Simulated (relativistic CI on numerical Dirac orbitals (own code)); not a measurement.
# d1 to d9 in one octahedral field

Computed with a parametric ligand-field model without spin-orbit coupling, by exact diagonalisation: B = 540, C = 2320, 10Dq = 34500 cm⁻¹ (Oh; |10Dq|/B = 63.9) for every shell. Energies in cm⁻¹; the field energy is (0.6 n_e − 0.4 n_t2) × 10Dq of the ground term; g labels are left out. So small a B with so large a field is typical of 4d and 5d ions, where spin-orbit coupling, left out here, reaches 1,000 to 4,000 cm⁻¹.

```
Shell  Ground term  Electrons in e  Field energy  First spin-allowed bands  Lowest term of other spin
   d1          2T2           0.000        -13800                  2E 34500                           
   d2          3T1           0.007        -27371      3T2 33145, 3T1 39890                   1T2 8042
   d3          4A2           0.000        -41400      4T2 34500, 4T1 40630                   2E 11306
   d4          3T1           0.011        -54822       3E 32181, 3T1 32760                   1T2 7051
   d5          2T2           0.021        -68267      2A2 31353, 2T1 31544                  4T1 23283
   d6          1A1           0.017        -82227      1T1 32719, 1T2 40599                  3T1 27858
   d7            ?               ?             ?                         ?                          ?
   d8          3A2           2.000        -41400      3T2 34500, 3T1 40630                    1E 8910
   d9           2E           3.000        -20700                 2T2 34500
```

(1) Fill in the row of d7.

## Answers

(1) Ground term: 2E; Electrons in e: 1.011; Field energy: -61732; First spin-allowed bands: 2T1 32593, 2T2 33195; Lowest term of other spin: 4T1 23247. Low spin: d4, d5, d6, d7; the other shells keep the spin of the free ion. Only d4 to d7 can choose; the field needed to pair spins is smallest for d6 and largest for d5, which loses most exchange energy. In the strong-field picture 10Dq must exceed about 6B + 5C = 14840 (d4), 7.5B + 5C = 15650 (d5), 2.5B + 4C = 10630 (d6) and 4B + 4C = 11440 (d7); mixing of terms shifts these bounds somewhat.
